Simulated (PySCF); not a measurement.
O (oxygen, neutral) across methods

[He] 2s2 2p4, high-spin 3P determinant. Calculation: PySCF 2.14, in dyall-av3z (15s9p3d2f, 71 functions); the non-relativistic Hamiltonian (point nucleus).

```
 method  E (hartree)  mean ε 2s β (eV)  mean ε 2p α (eV)  mean ε 2p β (eV)  Σ⟨r²⟩ (bohr²)   ⟨S²⟩
    UHF    -74.81871           -29.268           -18.449           -14.187          11.21  2.009
r2SCAN0     -75.0602           -23.915           -12.871            -9.711          11.37  2.006
  M06-L     -75.0918           -21.668           -10.599            -7.795          11.26  2.007
   PBE0     -75.0227           -23.807           -12.385            -9.478          11.50  2.004
 r2SCAN     -75.0630           -21.794           -10.842            -7.912          11.47  2.006
    LDA     -74.5311           -21.637           -10.372            -7.444          11.76  2.004
wB97M-V     -75.0812           -26.820           -14.839           -12.007          11.65  2.004
   MN15     -75.0732           -24.744           -13.155           -10.465          11.50  2.002
    PBE     -75.0147           -21.549           -10.196            -7.594          11.71  2.003
```
